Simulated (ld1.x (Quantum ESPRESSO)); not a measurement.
# PBE TM dataset for Gd, scalar-relativistic all-electron reference.

Input for ld1.x (Quantum ESPRESSO) 7.5:

```
&input
   title='Gd', zed=64., rel=1, dft='PBE', iswitch=3,
   config='[Xe] 4f7 5d1 6s1 6p0',
   nld=4, rlderiv=2.65, eminld=-6.0, emaxld=5.0, deld=0.02
 /
 &inputp
   pseudotype=2, tm=.true., lloc=1,
   nlcc=.false.,
   file_pseudopw='Gd.UPF', file_wfcaegen='ae.wfc', file_wfcncgen='nc.wfc', file_beta='beta', file_chi='chi'
 /
4
5S  1  0   2.00   0.00  1.50  1.50  0.0
5D  3  2   1.00   0.00  2.45  2.45  0.0
4F  4  3   7.00   0.00  1.15  1.15  0.0
5P  2  1   6.00   0.00  1.35  1.35  0.0
 &test
   configts(1)='4f7 5s2 5p6 5d1 6s1 6p0'
 /
```

Command:

```bash
ld1.x < Gd.in > Gd.out
```

Resulting log (shortened: banner, matrices, multipoles, cross overlaps and the repeated all-electron block are left out):

```
Program LD1 v.7.5
     --------------------------- All-electron run ----------------------------

     Gd
     scalar relativistic calculation

     atomic number is 64.00
     dft =PBE   lsd =0 sic =0 latt =0  beta=0.20 tr2=1.0E-14
     Exchange-correlation= PBE
                           (   1   4   3   4   0   0   0)
     mesh =1263 r(mesh) = 101.10069 a.u. xmin = -7.00 dx = 0.01250
     1 Ry =  13.60569312 eV, c = 137.03599908

     n l     nl                  e(Ry)          e(Ha)          e(eV)
     1 0     1S 1( 2.00)     -3683.1152     -1841.5576    -50111.3345
     2 0     2S 1( 2.00)      -608.5186      -304.2593     -8279.3180
     2 1     2P 1( 6.00)      -541.5296      -270.7648     -7367.8854
     3 0     3S 1( 2.00)      -135.2667       -67.6334     -1840.3973
     3 1     3P 1( 6.00)      -114.5177       -57.2589     -1558.0928
     4 0     4S 1( 2.00)       -27.6190       -13.8095      -375.7758
     4 1     4P 1( 6.00)       -20.7804       -10.3902      -282.7312
     3 2     3D 1(10.00)       -87.1428       -43.5714     -1185.6376
     5 0     5S 1( 2.00)        -4.1218        -2.0609       -56.0794
     5 1     5P 1( 6.00)        -2.4692        -1.2346       -33.5955
     4 2     4D 1(10.00)       -11.3229        -5.6615      -154.0559
     4 3     4F 1( 7.00)        -1.1047        -0.5523       -15.0302
     5 2     5D 1( 1.00)        -0.6176        -0.3088        -8.4032
     6 0     6S 1( 1.00)        -0.6817        -0.3409        -9.2755
     6 1     6P 1( 0.00)        -0.4214        -0.2107        -5.7328

     final scf error:  3.1E-15 reached in  28 iterations

     Etot =  -22541.759205 Ry,  -11270.879602 Ha, -306696.258190 eV

     Ekin =   24207.488962 Ry,   12103.744481 Ha,  329359.666098 eV
     Encl =  -54960.036197 Ry,  -27480.018098 Ha, -747769.386521 eV
     Eh   =    8707.524808 Ry,    4353.762404 Ha,  118471.910394 eV
     Exc  =    -496.736778 Ry,    -248.368389 Ha,   -6758.448161 eV

     normalization and overlap integrals

     s(1S/1S) =  1.000000  <r> =   0.0219  <r2> =    0.0007  r(max) =   0.0140
     s(2S/2S) =  1.000000  <r> =   0.0933  <r2> =    0.0103  r(max) =   0.0794
     s(2P/2P) =  1.000000  <r> =   0.0824  <r2> =    0.0083  r(max) =   0.0642
     s(3S/3S) =  1.000000  <r> =   0.2444  <r2> =    0.0682  r(max) =   0.2239
     s(3P/3P) =  1.000000  <r> =   0.2430  <r2> =    0.0684  r(max) =   0.2212
     s(4S/4S) =  1.000000  <r> =   0.5528  <r2> =    0.3448  r(max) =   0.5174
     s(4P/4P) =  1.000000  <r> =   0.5851  <r2> =    0.3893  r(max) =   0.5372
     s(3D/3D) =  1.000000  <r> =   0.2212  <r2> =    0.0575  r(max) =   0.1811
     s(5S/5S) =  1.000000  <r> =   1.3323  <r2> =    1.9963  r(max) =   1.1956
     s(5P/5P) =  1.000000  <r> =   1.5582  <r2> =    2.7566  r(max) =   1.3547
     s(4D/4D) =  1.000000  <r> =   0.6359  <r2> =    0.4690  r(max) =   0.5577
     s(4F/4F) =  1.000000  <r> =   0.8643  <r2> =    0.9822  r(max) =   0.5647
     s(5D/5D) =  1.000000  <r> =   2.5586  <r2> =    7.8166  r(max) =   1.9225
     s(6S/6S) =  1.000000  <r> =   3.6614  <r2> =   15.0709  r(max) =   3.2095
     s(6P/6P) =  1.000000  <r> =   4.6877  <r2> =   24.7332  r(max) =   4.0699

     ------------------------ End of All-electron run ------------------------

     --------------------- Generating NC pseudopotential ---------------------

      Generating local pot.: lloc=1, matching radius rcloc =   1.3500

      Wfc   5S  rcut= 1.516  Using Troullier-Martins method

      Wfc   5D  rcut= 2.438  Using Troullier-Martins method

      Wfc   4F  rcut= 1.152  Using Troullier-Martins method

     ------------------- End of pseudopotential generation -------------------

     Computing logarithmic derivative in   2.64425
     Computing logarithmic derivative in   2.64425
     Computing the partial wave expansion
     R is outside the sphere for l=    0 j= 0.00
       no projector for channel:   1
     R is outside the sphere for l=    2 j= 0.00
     R is outside the sphere for l=    3 j= 0.00

     ---------------------- Testing the pseudopotential ----------------------

     Gd
     scalar relativistic calculation

     atomic number is 64.00   valence charge is 18.00
     dft =PBE   lsd =0 sic =0 latt =0  beta=0.20 tr2=1.0E-14
     mesh =1263 r(mesh) = 101.10069 xmin = -7.00 dx = 0.01250

     n l     nl             e AE (Ry)        e PS (Ry)    De AE-PS (Ry)
     4 3     4F   1( 7.00)       -1.10470       -1.10468       -0.00002
     1 0     5S   1( 2.00)       -4.12176       -4.12178        0.00003
     2 1     5P   1( 6.00)       -2.46922       -2.46923        0.00001
     3 2     5D   1( 1.00)       -0.61762       -0.61762       -0.00000
     2 0     6S   1( 1.00)       -0.68174       -0.69920        0.01746  !
     3 1     6P   1( 0.00)       -0.42135       -0.42248        0.00113

     eps = 8.3E-16  iter = 19

     Etot =  -22541.759205 Ry,  -11270.879602 Ha, -306696.258190 eV
     Etotps =  -217.074412 Ry,    -108.537206 Ha,   -2953.447834 eV

     Ekin =     241.163933 Ry,     120.581966 Ha,    3281.202458 eV
     Encl =    -424.410618 Ry,    -212.205309 Ha,   -5774.400626 eV
     Ehrt =     191.756127 Ry,      95.878064 Ha,    2608.975021 eV
     Ecxc =     -22.537038 Ry,     -11.268519 Ha,    -306.632021 eV
     Epseu=    -203.046816 Ry,    -101.523408 Ha,   -2762.592667 eV

     ---------------------- End of pseudopotential test ----------------------
```

Generation and configuration tests took about 1.8 s on one core of a shared server CPU.
